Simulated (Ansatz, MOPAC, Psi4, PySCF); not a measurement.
System: C2H2F2, charge 0, multiplicity 1. SMILES: F/C=C/F
Geometry: optimised at B3LYP-D3(BJ)/def2-TZVP (Ansatz, a program for electronic structure).

Quantity: vertical ionisation energy to the doublet, in eV. Conventions: 6-311+G** with 5d; non-relativistic; six Cartesian d functions in 6-31G* and its kin unless marked 5d; UHF or UKS for open shells; no spin-orbit coupling; each state is the SCF solution reached for its charge and spin; frozen cores in correlated levels; dispersion terms only where a functional's name holds one. Ab initio and DFT rows: single points at B3LYP-D3(BJ) geometries (Ansatz). Semi-empirical rows: differences of heats of formation at the shared geometry for vertical values.

| level | program | vertical ionisation energy to the doublet (eV) |
|---|---|---|
| PM3 | MOPAC | 10.66 |
| PBE/6-311+G** | Ansatz | 10.25 |
| B3LYP/3-21G | Ansatz | 10.03 |
| B3LYP/6-31G* | Ansatz | 10.01 |
| M06-2X/6-31G* (5d) | PySCF | 10.23 |
| wB97X-D/6-31G* | Psi4 | 10.07 |
| MP2/6-311+G** | Ansatz | 10.51 |
| B3LYP/def2-TZVPD | Ansatz | 10.37 |
| wB97M-V/def2-TZVPD | Ansatz | 10.33 |
| wB97X-V/def2-TZVPD | Ansatz | 10.33 |

No value to compare with is used here. The 7 habitual levels span 10.01 (B3LYP/6-31G*) to 10.66 eV (PM3); B3LYP/def2-TZVPD gives 10.37.

The levels are drawn from those run, B3LYP/6-31G* more often than the rest, none by its result; left out are runs that failed, that the program found above a lower state of the same kind, or whose <S^2> lies over 0.5 above the pure value.
